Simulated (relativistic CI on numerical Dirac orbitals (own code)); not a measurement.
**Calculated levels, Cd⁹⁺**

Computed by Dirac-Coulomb-Breit CI, separate exchange-only KLI orbitals for each configuration, QED by a radiative potential, unscaled Slater integrals (own radial code, finite nucleus).

Configuration list (outside the closed core [Ar] 3d10): 4s2 4p6 4d3, 4s2 4p5 4d4, 4s2 4p6 4d2 4f, 4s2 4p6 4d2 5s, 4s2 4p6 4d2 5p, 4s 4p6 4d4, 4s2 4p5 4d3 4f, 4s2 4p6 4d 5s 5p, 4s2 4p6 4d 4f 5s, 4s2 4p6 4d2 5d, 4s2 4p6 4d2 6s, 4s 4p6 4d3 4f, 4s2 4p6 4d2 6p, 4s2 4p6 4d2 5f, 4s2 4p5 4d3 5s, 4s2 4p6 4d2 5g, 4s2 4p6 4d2 6d, 4s2 4p6 4d2 7s, 4s2 4p5 4d3 5p, 4s2 4p6 4d2 7p, 4s2 4p6 4d2 6f, 4s 4p6 4d3 5s, 4s 4p6 4d2 5s 5p, 4s2 4p6 4d 4f2, 4s2 4p6 4f3, 4s2 4p6 4f2 5s, 4s2 4p6 4f2 5p, 4s2 4p5 4d 4f3, 4s2 4p6 4d 5s2, 4s2 4p6 4f 5s2, 4s2 4p6 5s2 5p, 4s2 4p5 4d 4f 5s2, 4s2 4p6 4d 5p2, 4s2 4p6 4f 5p2, 4s2 4p6 5s 5p2, 4s2 4p6 5p3, 4s2 4p5 4d 4f 5p2. Double excitations out of closed p, d and f shells are left out; levels of such configurations are missing from the list, as are those of other unlisted configurations, and high levels can miss mixing partners. These lack a partner that the ground configuration has and come out too high: 4s2 4p6 4d2 5d, 4s2 4p6 4d2 6s, 4s 4p6 4d3 4f, 4s2 4p6 4d2 6p, 4s2 4p6 4d2 5f.

The lowest level is 4s2 4p6 4d3 4F_3/2, with 94 % of that term; Hund's rules for 4s2 4p6 4d3 give 4F with J = 3/2, in agreement.

```
No.   Configuration  Term     J  E (cm⁻¹)   %  Landé g          jj configuration (%)
  1     4s2 4p6 4d3    4F   3/2         0  94    0.417                  4d3/2^3 (51)
  2     4s2 4p6 4d3    4F   5/2      3653  97    1.031            4d3/2^2 4d5/2 (83)
  3     4s2 4p6 4d3    4F   7/2      7700  96    1.229            4d3/2 4d5/2^2 (65)
  4     4s2 4p6 4d3    4F   9/2     11673  90    1.313            4d3/2 4d5/2^2 (49)
  5     4s2 4p6 4d3    4P   3/2     21003  72    1.592            4d3/2^2 4d5/2 (64)
  6     4s2 4p6 4d3    4P   1/2     21655  88    2.461            4d3/2^2 4d5/2 (81)
  7     4s2 4p6 4d3    2G   7/2     26372  94    0.900            4d3/2 4d5/2^2 (52)
  8     4s2 4p6 4d3    4P   5/2     26953  95    1.590            4d3/2 4d5/2^2 (63)
  9     4s2 4p6 4d3    2G   9/2     27524  47    1.033            4d3/2^2 4d5/2 (71)
 10     4s2 4p6 4d3    2D   3/2     33075  53    1.103            4d3/2 4d5/2^2 (78)
 11     4s2 4p6 4d3    2P   1/2     35484  88    0.874            4d3/2 4d5/2^2 (82)
 12     4s2 4p6 4d3    2H  11/2     36857  98    1.090            4d3/2 4d5/2^2 (98)
 13     4s2 4p6 4d3    2H   9/2     38095  53    1.006                  4d5/2^3 (56)
 14     4s2 4p6 4d3    2D   5/2     40293  95    1.203            4d3/2 4d5/2^2 (61)
 15     4s2 4p6 4d3    2P   3/2     44922  57    1.151                  4d5/2^3 (86)
 16     4s2 4p6 4d3    2F   7/2     52729  96    1.139            4d3/2 4d5/2^2 (79)
 17     4s2 4p6 4d3    2F   5/2     53455  95    0.868            4d3/2 4d5/2^2 (49)
 18     4s2 4p6 4d3    2D   5/2     84577  94    1.192                  4d5/2^3 (49)
 19     4s2 4p6 4d3    2D   3/2     84733  98    0.800            4d3/2 4d5/2^2 (86)
 20  4s2 4p6 4d2 5s    4F   3/2    415004  95    0.415               4d3/2^2 5s (83)
 21  4s2 4p6 4d2 5s    4F   5/2    417558  88    1.023               4d3/2^2 5s (62)
 22  4s2 4p6 4d2 5s    4F   7/2    422496  95    1.234           4d3/2 4d5/2 5s (91)
 23  4s2 4p6 4d2 5s    4F   9/2    427921  97    1.329               4d5/2^2 5s (67)
 24  4s2 4p6 4d2 5s    2F   5/2    429452  82    0.900           4d3/2 4d5/2 5s (71)
 25  4s2 4p6 4d2 5s    4P   1/2    435754  95    2.626               4d3/2^2 5s (58)
 26  4s2 4p6 4d2 5s    2F   7/2    437712  91    1.134               4d5/2^2 5s (52)
 27  4s2 4p6 4d2 5s    4P   5/2    437721  59    1.417           4d3/2 4d5/2 5s (91)
 28  4s2 4p6 4d2 5s    4P   3/2    437837  85    1.604           4d3/2 4d5/2 5s (94)
 29  4s2 4p6 4d2 5s    2D   3/2    441839  65    1.001           4d3/2 4d5/2 5s (68)
 30  4s2 4p6 4d2 5s    2P   1/2    447619  96    0.715           4d3/2 4d5/2 5s (77)
 31  4s2 4p6 4d2 5s    2D   5/2    447701  57    1.345               4d5/2^2 5s (97)
 32  4s2 4p6 4d2 5s    2G   9/2    453368  97    1.115           4d3/2 4d5/2 5s (67)
 33  4s2 4p6 4d2 5s    2G   7/2    453657  94    0.900           4d3/2 4d5/2 5s (60)
 34  4s2 4p6 4d2 5s    2P   3/2    453787  79    1.244               4d5/2^2 5s (78)
 35     4s2 4p5 4d4   6D°   7/2    461387  83    1.569  4p3/2^3 4d3/2^2 4d5/2^2 (55)
 36     4s2 4p5 4d4   6D°   9/2    462291  86    1.536  4p3/2^3 4d3/2^2 4d5/2^2 (41)
 37     4s2 4p5 4d4   6D°   5/2    462555  81    1.640    4p3/2^3 4d3/2^3 4d5/2 (43)
 38     4s2 4p5 4d4   6D°   3/2    465288  81    1.847  4p3/2^3 4d3/2^2 4d5/2^2 (38)
 39     4s2 4p5 4d4   6D°   1/2    468922  87    3.169    4p3/2^3 4d3/2^3 4d5/2 (38)
 40     4s2 4p5 4d4   6F°  11/2    483736  94    1.444  4p3/2^3 4d3/2^2 4d5/2^2 (40)
 41  4s2 4p6 4d2 5s    2S   1/2    489997  95    1.996               4d5/2^2 5s (74)
 42     4s2 4p5 4d4   6F°   9/2    491634  64    1.397  4p3/2^3 4d3/2^2 4d5/2^2 (39)
 43     4s2 4p5 4d4   4S°   3/2    492664  40    1.893  4p3/2^3 4d3/2^2 4d5/2^2 (40)
 44     4s2 4p5 4d4   4G°   5/2    493793  60    0.615  4p3/2^3 4d3/2^2 4d5/2^2 (28)
 45     4s2 4p5 4d4   4G°   7/2    494475  32    1.175  4p3/2^3 4d3/2^2 4d5/2^2 (32)
```

Energies count from the lowest computed level; ° marks odd parity. Filled j subshells are mostly left out of the jj labels.

The mean weight of the leading LS term, summed over parents, in these 45 levels is 82 %, and that of the leading jj configuration (from the same eigenvectors) 64 %, so LS coupling describes them better.

At this charge energies of transitions that change n are usually good to better than 1 %, and those within a shell (Δn = 0) to a few per cent. Terms inside the open d or f shell come out 10 to 20 % too wide with unscaled integrals.

Landé's interval rule says that E(J) − E(J−1) = AJ with one A. For the ground term the intervals give A = 1461.4, 1156.1, 882.8 cm⁻¹ for J = 5/2, 7/2, 9/2; the multiplet is regular.

LS names give the leading component of a level, which can be under half, so a name can repeat, a term be missing and a line seem to break the LS rules.
